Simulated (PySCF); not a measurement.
Molecule: `FC(C(C#C)C(F)(F)F)(F)F`, C5H2F6.

Cartesian coordinates in Å; atom numbers follow the order of the lines, from 1:
```xyz
13

C     2.4979    0.1091   -0.0827
C     1.3187    0.1191   -0.2768
C    -0.1241    0.1165   -0.4557
C    -0.6730   -1.2930   -0.1826
F    -1.9933   -1.3637   -0.3714
F    -0.4246   -1.7161    1.0551
F    -0.1175   -2.1755   -1.0209
C    -0.7591    1.1652    0.4714
F    -0.2753    2.3811    0.1928
F    -0.5191    0.9331    1.7603
F    -2.0839    1.2353    0.3170
H     3.5370    0.1072    0.0637
H    -0.3881    0.3822   -1.4878
```

Frames of a GFN2-xTB Langevin trajectory at 300 K; GIAO PBE0/pcSseg-1 shieldings in PySCF 2.14.0 with density-fitted response routines, gas phase, non-relativistic; equivalent atoms averaged within each frame.

References, each an isolated molecule treated in the same way: ¹³C (186.93 ppm) and ¹H (31.72 ppm) vs TMS; ¹⁹F (170.95 ppm) against CFCl3. The references are static minima.

Q: How do the shifts (ppm) fluctuate along the trajectory?

A: 
```tsv
time (fs)	C4/C8	C1	C2	C3	F5/F6/F7/F9/F10/F11	H13	H12
250	134.5	89.7	77.7	58.0	-70.0	5.78	1.49
425	128.2	88.1	79.0	46.8	-83.7	2.95	2.07
625	127.5	85.8	78.3	53.9	-83.1	4.29	1.97
800	130.4	89.0	80.2	47.7	-77.3	4.34	2.91
1000	131.0	85.2	74.8	41.7	-78.1	3.57	1.21
mean of frames	130.3	87.5	78.0	49.6	-78.4	4.18	1.93
standard deviation	2.8	2.0	2.0	6.4	5.5	1.06	0.65
```

5 frames give an uncertainty of the mean of about the standard deviation over 2.2 at best, since frames this close in time may not be independent; classical motion lacks zero-point vibration, and the reference would need the same averaging.
